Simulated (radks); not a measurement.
Charge is removed step by step from the 3p (averaged over the sub-levels emptied) level of Rh, starting from [Kr] 4d8 5s1. Calculated with a radial shooting solver on a logarithmic mesh with Libxc functionals: Dirac Kohn-Sham, BLYP, spin-unpolarised, spherical densities, finite nucleus; open shells are shared between the two j in proportion to 2j + 1; Fermi nuclear charge, rms radius 4.4945 fm.

removed (e),E - E(0) (eV),eigenvalue (eV),E minus straight line (eV)
0,0.000,-482.90,0.000
0.1,48.440,-485.91,-1.410
0.2,97.183,-488.96,-2.516
0.3,146.23,-492.06,-3.314
0.4,195.60,-495.19,-3.802
0.5,245.27,-498.35,-3.975
0.6,295.27,-501.55,-3.830
0.7,345.58,-504.78,-3.363
0.8,396.23,-508.05,-2.571
0.9,447.19,-511.35,-1.451
1,498.50,-514.67,0.000

Removing the whole electron costs 498.50 eV by Delta-SCF, against 482.90 eV from minus the eigenvalue at the starting occupation. Slater's transition state (half an electron removed) gives 498.35 eV. Integrating minus the eigenvalue over the occupation (Janak's theorem) gives 498.50 eV. The mean slope of the eigenvalue, de/dn, is 31.8 eV per electron.
